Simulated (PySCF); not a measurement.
Isomers of C2H10AlAs, mass 135.981 u with the commonest isotopes. Method used: PBE0-D3(BJ)/def2-SVP geometry optimisation, gas phase in PySCF. One conformer each, none proved a minimum here; rigid rotors.

**Question.** Order these by rotational constant A, largest first.
A. `[CH3:1][CH2:2][AsH2+:3][AlH3-:4]` with C1–C2–As3–Al4 180°
B. `[H][As+:3]([H])([AlH2-:2][CH3:1])[CH3:4]` with C1–Al2–As3–C4 179°
C. `[CH3:1][CH2:2][AlH2-:3][AsH3+:4]` with C1–C2–Al3–As4 -56°

**Answer.** A (9118 MHz), B (7303 MHz), C (4727 MHz).

**Question.** Order these by rotational constant B, smallest first.
A. `[H][As+:3]([H])([AlH2-:2][CH3:1])[CH3:4]` with C1–Al2–As3–C4 179°
B. `[CH3:1][CH2:2][AlH2-:3][AsH3+:4]` with C1–C2–Al3–As4 -56°
C. `[CH3:1][CH2:2][AsH2+:3][AlH3-:4]` with C1–C2–As3–Al4 180°

**Answer.** C (1472 MHz), A (1504 MHz), B (1567 MHz).

**Question.** Order these by dipole moment, smallest first.
A. `[H][As+:3]([H])([AlH2-:2][CH3:1])[CH3:4]` with C1–Al2–As3–C4 179°
B. `[CH3:1][CH2:2][AlH2-:3][AsH3+:4]` with C1–C2–Al3–As4 -56°
C. `[CH3:1][CH2:2][AsH2+:3][AlH3-:4]` with C1–C2–As3–Al4 180°

**Answer.** B (3.62 D), A (4.24 D), C (5.16 D).

```json
{"SMILES": "C[CH2][AlH2-][AsH3+]", "point group": "C1", "Ia (u·Å²)": "106.92", "Ib (u·Å²)": "322.52", "Ic (u·Å²)": "398.82", "κ": "-0.83", "μa (D)": "2.73", "μb (D)": "2.34", "μc (D)": "0.48"}
{"SMILES": "[CH3][AlH2-][AsH2+]C", "point group": "near Cs", "Ia (u·Å²)": "69.20", "Ib (u·Å²)": "336.07", "Ic (u·Å²)": "386.17", "κ": "-0.93", "μa (D)": "3.84", "μb (D)": "1.79", "μc (D)": "0.02"}
{"SMILES": "CC[AsH2+][AlH3-]", "point group": "–", "Ia (u·Å²)": "55.43", "Ib (u·Å²)": "343.28", "Ic (u·Å²)": "379.59", "κ": "-0.96", "μa (D)": "5.09", "μb (D)": "0.84", "μc (D)": "0.00"}
```
